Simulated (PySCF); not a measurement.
**Input and output**

[Dy(H2CO)]2+ (singlet in the valence; each metal's 4f electrons, 10 of them, lie in its core potential, out of spins and levels). PySCF 2.14.0, RKS PBE0, Dy lcecp-0-TZVP with ECP56, O def2-TZVP, C def2-TZVP, H def2-TZVP; non-relativistic Hamiltonian with scalar-relativistic core potentials where named; density fitting; no spin-orbit coupling. Purpose: basis and core treatment f-in-core-II/TZVP.

```python
mol = gto.M(atom='''
Dy    -0.00000     0.00000    -0.25616
O      0.00000     0.00000     2.05065
C      0.00000     0.00000     3.28091
H      0.95460    -0.00000     3.84309
H     -0.95460     0.00000     3.84309''',
    basis={'Dy': 'lcecp-0-TZVP', 'O': 'def2-TZVP', 'C': 'def2-TZVP', 'H': 'def2-TZVP'},
    ecp={'Dy': 'lcecp-0-TZVP'},
    charge=2, spin=0)
mf = dft.RKS(mol, xc='PBE0')
mf.grids.atom_grid = (75, 302)  # f atoms: unpruned, at least (60, 302)
mf = mf.density_fit()  # fitting sets: Dy AutoAux, O def2-universal-JKFIT, C def2-universal-JKFIT, H def2-universal-JKFIT
mf.conv_tol = 1e-08; mf.max_cycle = 55
mf.kernel(dm0)  # dm0: free metal ions and neutral atoms
mf.nuc_grad_method().kernel()
```

Run from Python with OMP_NUM_THREADS=2; the lines above give its settings. Where DIIS fails, smearing, a level shift and second-order steps follow.
It took 4.6 s on 2 threads of Arm Neoverse V2, with other jobs on the host.

The 4f levels lie in the core potential and are missing.

Problem. What are the Mulliken charges and spins?

Solution. 
| atom | charge (e) | spin (e) |
| --- | --- | --- |
| Dy1 | 1.826 | 0.000 |
| O2 | -0.466 | 0.000 |
| C3 | 0.185 | 0.000 |
| H4 | 0.227 | 0.000 |
| H5 | 0.227 | 0.000 |
The spin of the 4f electrons in the core isn't counted.

Problem. What forces act on the atoms (eV/Å)?

Solution. 
```
Dy   0.00  0.00  0.16
O    0.00  0.00  0.16
C    0.00  0.00  0.07
H   -0.28  0.00 -0.19
H    0.28  0.00 -0.19
```
Forces carry noise of the integration grid, about 0.01 to 0.03 eV/Å.

The geometry was relaxed with PBE0 (Dy lcecp-0-SVP with ECP56, O def2-SVP, C def2-SVP, H def2-SVP).

An lcecp potential fixes the number of 4f electrons, so in runs with it no electron can move into or out of that shell; real Dy(II) is rare or takes another configuration.
